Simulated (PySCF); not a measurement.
Mapped SMILES: `[CH3:1][CH:2]([CH3:3])[O:4][Si@H:5]([CH3:6])[SiH:7]([NH2:8])[NH2:9]`. Hydrogens are named by the atom that carries them.

Rapidly exchanging positions averaged, isolated molecule, no relativistic terms, one computed conformer. Shieldings: GIAO PBE0/pcSseg-1; geometry from GFN2-xTB; PySCF 2.14.

**Question.** Predict the 2D correlation tables (HSQC, COSY, HMBC).

**Answer.** 

HSQC (one-bond C–H):
| δH | δC |
| --- | --- |
| 3.80 (H(C2)) | 68.5 (C2) |
| 1.16 (H(C1)) | 24.9 (C1) |
| 1.16 (H(C3)) | 28.2 (C3) |
| 0.26 (H(C6)) | -2.3 (C6) |

COSY cross peaks (H two or three bonds apart, from the bond graph; peaks can be absent where the dihedral angle is near 90°):
| δH | δH |
| --- | --- |
| 5.61 (H(Si7)) | 5.28 (H(Si5)) |
| 5.28 (H(Si5)) | 0.26 (H(C6)) |
| 3.80 (H(C2)) | 1.16 (H(C1)) |
| 3.80 (H(C2)) | 1.16 (H(C3)) |

HMBC (two and three bonds, from the bond graph):
| δH | δC |
| --- | --- |
| 5.61 (H(Si7)) | -2.3 (C6) |
| 5.28 (H(Si5)) | 68.5 (C2), -2.3 (C6) |
| 3.80 (H(C2)) | 28.2 (C3), 24.9 (C1) |
| 1.16 (H(C1)) | 68.5 (C2), 28.2 (C3) |
| 1.16 (H(C3)) | 68.5 (C2), 24.9 (C1) |

Referencing at the same level of theory: 1H and 13C vs TMS.

Short H···H contacts in this conformer between protons four or more bonds apart (candidates for NOE cross peaks, intensity ∝ r⁻⁶): H(C1)···H(C3) 2.57 Å, H(C2)···H(C6) 2.67 Å.

OH and NH positions are those of a molecule without intermolecular hydrogen bonds; in solution they move with solvent, concentration and temperature, and exchange usually removes their couplings. Shifts are as computed. Against solution values, carbons near 30 ppm lie about +3 ppm off and those near 130 ppm about +5 ppm. Of 1211 compounds with measured shifts, 218 miss one by over three times the rms of a fit or turn the order of signals round; such compounds aren't used in these exercises.
